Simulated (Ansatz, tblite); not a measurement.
Spin states of PtS₂⁺ (the lowest doublet isomer of a short search), each relaxed with r2SCAN-D4/def2-TZVP in Ansatz. Electronic energies in the gas phase.

In the def2 sets Pt takes a core potential; there is no spin–orbit coupling. The xTB rows come from tblite. LC-ωPBE has ω = 0.4 bohr⁻¹. Correlated methods freeze 10 core orbitals; core or outer-core shells of Pt are correlated, in sets that lack core-valence functions. In CCSD on the charge 1 doublet the largest single amplitude is 0.17, so its Hartree–Fock determinant may place the open shell otherwise than the density functionals do. The structure comes from a short search, and lower isomers may exist.

Doublet geometry (C2v within 0.1 Å):

```xyz
3

Pt    0.816    1.025    0.240
S     0.365   -1.091   -0.273
S    -1.181    0.066    0.033
```

Quartet geometry (C2v within 0.1 Å):

```xyz
3

Pt   -1.122    0.586   -0.221
S     0.219   -1.158   -0.450
S     0.903    0.572    0.671
```

Run but left out: MP2/def2-TZVPP (doublet: ⟨S²⟩ 0.90, where a pure state has 0.75).

Only these spin states were relaxed. Higher spins weren't run and may lie lower.

Task: Estimate which spin state lies lowest at each of these levels, and by how much: GFN1-xTB; GFN2-xTB; HF/def2-TZVP; HF/def2-TZVPP; LDA (SPW92)/def2-TZVP; PBE-D4/def2-TZVP; r2SCAN-D4/def2-TZVP; r2SCAN0-D4/def2-TZVP; LC-ωPBE/def2-TZVP; ωB97X-V/def2-TZVP; RPA@PBE/def2-TZVP; MP2/def2-TZVP.

Result: 
```tsv
level	quartet − doublet (kcal/mol)	lowest of these	remarks
GFN1-xTB	44.6	doublet	–
GFN2-xTB	35.8	doublet	–
HF/def2-TZVP	19.0	doublet	spin-contaminated (⟨S²⟩ 0.89) (doublet), spin-contaminated (⟨S²⟩ 3.88) (quartet)
HF/def2-TZVPP	19.0	doublet	spin-contaminated (⟨S²⟩ 0.90) (doublet), spin-contaminated (⟨S²⟩ 3.88) (quartet)
LDA (SPW92)/def2-TZVP	31.5	doublet	–
PBE-D4/def2-TZVP	28.1	doublet	–
r2SCAN-D4/def2-TZVP	26.4	doublet	–
r2SCAN0-D4/def2-TZVP	26.8	doublet	–
LC-ωPBE/def2-TZVP	30.3	doublet	–
ωB97X-V/def2-TZVP	32.7	doublet	–
RPA@PBE/def2-TZVP	27.8	doublet	–
MP2/def2-TZVP	33.6	doublet	spin-contaminated (⟨S²⟩ 0.89) (doublet), spin-contaminated (⟨S²⟩ 3.88) (quartet)
```

Change of the quartet − doublet gap on mixing in exact exchange, in kcal/mol: r2SCAN to r2SCAN0 (25 % exact exchange) 0.5. The xTB methods have no spin-polarisation term.

```json
{"state": "doublet", "donor atoms": "2", "mean metal–ligand distance (Å)": "2.224", "range (Å)": "2.22–2.22", "Mulliken spin on the metal (PBE0)": "0.06"}
{"state": "quartet", "donor atoms": "2", "mean metal–ligand distance (Å)": "2.212", "range (Å)": "2.21–2.21", "Mulliken spin on the metal (PBE0)": "0.92"}
```

⟨S²⟩ at PBE0-D4/def2-TZVP: doublet 0.76 (pure 0.75), quartet 3.77 (pure 3.75). The unpaired electrons of the doublet sit mostly on the ligands.
